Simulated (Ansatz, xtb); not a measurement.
## C2H5GaO: which of two structures lies lower

Structure a is `CC[O][Ga]`, a singlet and structure b is a singlet given by its coordinates. Both are isolated molecules in the gas phase, relaxed with PBE0-D3(BJ)/def2-SVP; the shapes shown needn't be the lowest conformers.

a (Å):

```yaml
atoms:
  - { symbol: C, position_ang: [-0.2863, 0.1209, 0.4259] }
  - { symbol: C, position_ang: [1.0439, 0.8343, 0.2712] }
  - { symbol: Ga, position_ang: [0.5938, 3.6865, 1.5394] }
  - { symbol: O, position_ang: [1.0166, 2.1206, 0.7860] }
  - { symbol: H, position_ang: [-0.2406, -0.8980, 0.0102] }
  - { symbol: H, position_ang: [-0.5645, 0.0467, 1.4888] }
  - { symbol: H, position_ang: [-1.0837, 0.6708, -0.0980] }
  - { symbol: H, position_ang: [1.8370, 0.2475, 0.7749] }
  - { symbol: H, position_ang: [1.3214, 0.8672, -0.8008] }
```

b (Å):

```xyz
9

C    -1.9349    0.9452    0.7411
C    -1.3172    1.8920   -0.2843
Ga    0.2026    2.9089    0.3708
O     1.4899    3.7689    0.9288
H    -1.2150    0.1911    1.0933
H    -2.7880    0.4033    0.3033
H    -2.3083    1.4817    1.6264
H    -2.0511    2.6317   -0.6437
H    -0.9628    1.3470   -1.1744
```

Close contacts (Å): C1–C2 1.53, C2–Ga3 1.94, Ga3–O4 1.65, C1–H5 1.10, C1–H6 1.10, C1–H7 1.10, C2–H8 1.10, C2–H9 1.10.

Quicker runs give these differences E(b) − E(a): GFN2-xTB +57.3 kcal/mol; HF/STO-3G −0.6 kcal/mol (at GFN2-xTB geometries); r2SCAN-D4/def2-SVP +31.6 kcal/mol (at GFN2-xTB geometries).

Problem. Estimate which is lower in electronic energy at CCSD(T)/def2-SVP + ΔMP2/def2-TZVPP, and by roughly how much.

Solution. The CCSD(T)/def2-SVP + ΔMP2/def2-TZVPP calculation puts structure a lower, by 24.9 kcal/mol.

Level by level:

| level | geometry | E(b) − E(a) (kcal/mol) | departure from the last row (kcal/mol) | job, with rough time for the two |
| --- | --- | --- | --- | --- |
| GFN2-xTB | GFN2-xTB | +57.3 | +32.3 | optimisation, 0.2 s |
| HF/STO-3G | GFN2-xTB | −0.6 | −25.5 | single point, 0.66 s |
| r2SCAN-D4/def2-SVP | GFN2-xTB | +31.6 | +6.7 | single point, 2.8 s |
| PBE0-D3(BJ)/def2-SVP | PBE0-D3(BJ)/def2-SVP | +33.5 | +8.6 | optimisation, 33 s |
| HF/def2-SVP | PBE0-D3(BJ)/def2-SVP | +50.0 | +25.1 | part of the CCSD(T) run |
| MP2/def2-SVP | PBE0-D3(BJ)/def2-SVP | +21.2 | −3.7 | part of the CCSD(T) run |
| CCSD(T)/def2-SVP | PBE0-D3(BJ)/def2-SVP | +29.1 | +4.2 | single point |
| CCSD(T)/def2-SVP + ΔMP2/def2-TZVPP | PBE0-D3(BJ)/def2-SVP | +24.9 |  | single point, 23 s |

HF/STO-3G puts the two in the other order. The largest departure from CCSD(T)/def2-SVP + ΔMP2/def2-TZVPP is that of GFN2-xTB, 32.3 kcal/mol. The last row adds to CCSD(T) the change of the MP2 difference between the two basis sets, here −4.2 kcal/mol, a large step that makes the value less sure.

With harmonic frequencies from PBE0-D3(BJ)/def2-SVP (ideal gas, rigid rotor, one conformer each, 400 K, 1 atm): on the last row, ΔE + ΔZPE = +24.0 kcal/mol. A mode under 50 cm⁻¹ makes harmonic enthalpies and free energies unreliable, so none is given.

The T1 diagnostic of structure b is large, so the coupled-cluster value is less sure. The correlated steps freeze 12 core orbitals; the filled d shell of Ga is correlated, in a basis made for valence electrons. Programs: Ansatz 0.2.0, xtb 6.7.1; the last row on 2 threads of Arm Neoverse V2 on a shared host.
